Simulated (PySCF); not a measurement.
Vertical excitations of a molecule C4H10Cd from TDA-PBE/def2-SVPD (PySCF 2.14.0), as energy in eV (oscillator strength): 4.35 (0.000), 4.48 (0.000), 5.35 (0.274), 5.89 (0.000), 6.21 (0.096), 6.34 (0.000), 6.40 (0.341), 6.42 (0.127), 6.86 (0.000), 6.91 (0.005). Lowest triplet (TDA): 4.20 eV. The structure is a stationary point at B3LYP-D3(BJ)/def2-SVP. The def2 effective core potentials stand for the cores of Cd; spin–orbit coupling is left out. One conformer was computed; it need not be the lowest.

### Question
Which molecule gave these data?
A) [CH3][Cd][CH](C)C
B) C[C](C)(C)[CdH]
C) C[CH2][Cd][CH2]C

### Answer
C, C[CH2][Cd][CH2]C
